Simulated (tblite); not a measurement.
Compound: CH₁₀SSi₃.
Bonds: C1–S2, S2–Si3, Si3–Si4, Si4–Si5. Hydrogens: H6, H7, H8 on C1; H9, H10 on Si3; H11, H12 on Si4; H13, H14, H15 on Si5.

Computed with GFN2-xTB (tblite), gas phase: L-BFGS steps from a force-field or distance-geometry start until the largest atomic force falls under 0.01 eV/Å.

Step 35: E = -426.2913 eV
```
atom  x, y, z in Å  |  force x, y, z in eV/Å
C1     -3.1584   -0.3123    0.3961    0.060  -0.002   0.002
S2     -1.8547    0.7834    1.0370    0.026   0.015   0.061
Si3    -0.5586    0.8618   -0.6890    0.023   0.030  -0.054
Si4     1.1167   -0.7474   -0.6127   -0.054  -0.017  -0.016
Si5     3.2137    0.1353   -0.1818    0.022   0.014   0.016
H6     -3.6967   -0.7063    1.2525   -0.034   0.066  -0.041
H7     -2.7083   -1.1272   -0.1611   -0.020  -0.035  -0.011
H8     -3.8148    0.2738   -0.2417   -0.041  -0.089   0.039
H9     -1.5025    0.8012   -1.8091    0.025   0.003   0.003
H10    -0.0479    2.2286   -0.6430   -0.012   0.012   0.015
H11     1.1109   -1.4182   -1.9255   -0.003  -0.029   0.004
H12     0.7770   -1.8333    0.3277   -0.001   0.052  -0.041
H13     4.0114   -0.6832    0.7326    0.006   0.011  -0.001
H14     3.9975    0.2760   -1.4122   -0.007  -0.013   0.014
H15     3.1104    1.4757    0.4028    0.011  -0.020   0.009
```

Step 36: E = -426.2923 eV
```
atom  x, y, z in Å  |  force x, y, z in eV/Å
C1     -3.1577   -0.3138    0.3964    0.077   0.011   0.016
S2     -1.8541    0.7841    1.0397    0.010  -0.006  -0.006
Si3    -0.5595    0.8653   -0.6912    0.005   0.016  -0.004
Si4     1.1152   -0.7438   -0.6117   -0.030   0.028  -0.027
Si5     3.2144    0.1352   -0.1803    0.013   0.005   0.011
H6     -3.6981   -0.7033    1.2537   -0.032   0.058  -0.047
H7     -2.7052   -1.1310   -0.1563   -0.027  -0.023   0.000
H8     -3.8140    0.2686   -0.2454   -0.021  -0.085   0.047
H9     -1.4999    0.7974   -1.8131    0.012   0.008   0.003
H10    -0.0544    2.2335   -0.6436   -0.005   0.022   0.010
H11     1.1078   -1.4135   -1.9232    0.002  -0.038  -0.026
H12     0.7772   -1.8313    0.3226   -0.016   0.021  -0.002
H13     4.0085   -0.6888    0.7323    0.008   0.014   0.000
H14     3.9968    0.2734   -1.4117   -0.004  -0.013   0.011
H15     3.1187    1.4759    0.4042    0.007  -0.018   0.013
```

Step 37: E = -426.2931 eV
```
atom  x, y, z in Å  |  force x, y, z in eV/Å
C1     -3.1558   -0.3146    0.3969    0.064   0.011   0.018
S2     -1.8537    0.7851    1.0419    0.004  -0.019  -0.057
Si3    -0.5604    0.8681   -0.6928   -0.009   0.009   0.033
Si4     1.1136   -0.7410   -0.6115   -0.002   0.055  -0.036
Si5     3.2153    0.1351   -0.1791   -0.003  -0.008   0.004
H6     -3.6997   -0.6998    1.2535   -0.024   0.041  -0.032
H7     -2.7031   -1.1341   -0.1529   -0.025  -0.013   0.012
H8     -3.8143    0.2629   -0.2474    0.001  -0.066   0.040
H9     -1.4986    0.7950   -1.8154    0.002   0.012   0.001
H10    -0.0596    2.2373   -0.6440    0.000   0.028   0.006
H11     1.1057   -1.4108   -1.9223    0.004  -0.039  -0.039
H12     0.7769   -1.8296    0.3188   -0.026   0.001   0.024
H13     4.0071   -0.6924    0.7320    0.010   0.013   0.003
H14     3.9968    0.2713   -1.4109    0.000  -0.013   0.007
H15     3.1253    1.4755    0.4056    0.004  -0.012   0.017
```

Step 38: E = -426.2939 eV
```
atom  x, y, z in Å  |  force x, y, z in eV/Å
C1     -3.1527   -0.3156    0.3976    0.027  -0.001   0.014
S2     -1.8543    0.7873    1.0430    0.002  -0.021  -0.082
Si3    -0.5621    0.8716   -0.6936   -0.016   0.009   0.049
Si4     1.1119   -0.7361   -0.6118    0.022   0.052  -0.040
Si5     3.2170    0.1344   -0.1776   -0.019  -0.019  -0.003
H6     -3.7023   -0.6953    1.2525   -0.010   0.019  -0.007
H7     -2.7004   -1.1381   -0.1480   -0.016  -0.010   0.023
H8     -3.8141    0.2547   -0.2497    0.020  -0.034   0.021
H9     -1.4987    0.7918   -1.8168   -0.003   0.017   0.001
H10    -0.0660    2.2424   -0.6454    0.003   0.030   0.003
H11     1.1035   -1.4070   -1.9223    0.007  -0.034  -0.042
H12     0.7762   -1.8274    0.3150   -0.030  -0.003   0.036
H13     4.0063   -0.6971    0.7316    0.011   0.010   0.007
H14     3.9975    0.2679   -1.4098    0.004  -0.012   0.001
H15     3.1338    1.4744    0.4078    0.000  -0.005   0.020
```

Problem. Estimate the geometry and energy of step 39. (The exact step hangs on the optimiser's Hessian estimate; all steps are aligned on step 38, rigid shifts and turns removed.)

Solution. E = -426.2946 eV, largest force 0.071 eV/Å
```
atom  x, y, z in Å  |  force x, y, z in eV/Å
C1     -3.1496   -0.3170    0.3986   -0.015  -0.017   0.004
S2     -1.8565    0.7905    1.0424    0.001  -0.013  -0.070
Si3    -0.5648    0.8757   -0.6931   -0.012   0.014   0.033
Si4     1.1107   -0.7292   -0.6125    0.029   0.021  -0.036
Si5     3.2190    0.1330   -0.1761   -0.024  -0.020  -0.006
H6     -3.7056   -0.6907    1.2516    0.006   0.000   0.019
H7     -2.6968   -1.1426   -0.1417   -0.006  -0.014   0.030
H8     -3.8130    0.2453   -0.2530    0.028  -0.003  -0.004
H9     -1.5001    0.7876   -1.8170   -0.002   0.022   0.004
H10    -0.0730    2.2483   -0.6479    0.001   0.026   0.002
H11     1.1015   -1.4014   -1.9231    0.008  -0.023  -0.036
H12     0.7755   -1.8247    0.3113   -0.029   0.012   0.031
H13     4.0057   -0.7030    0.7311    0.010   0.009   0.009
H14     3.9988    0.2633   -1.4088    0.007  -0.010  -0.004
H15     3.1436    1.4728    0.4106   -0.002  -0.003   0.021
```

The energy changes by -0.0007 eV. The first-order estimate −F·Δx gives -0.0009 eV and the mean of the old and new forces, exact on a quadratic surface, -0.0006 eV. The step makes an angle of 78° with the force vector and moves no atom by more than 0.010 Å.

The cost below is that of the whole relaxation. Time: 1.6 s. Hardware: one thread of an Arm Neoverse N1, shared host with 64 logical CPUs at a one-minute load of 59.
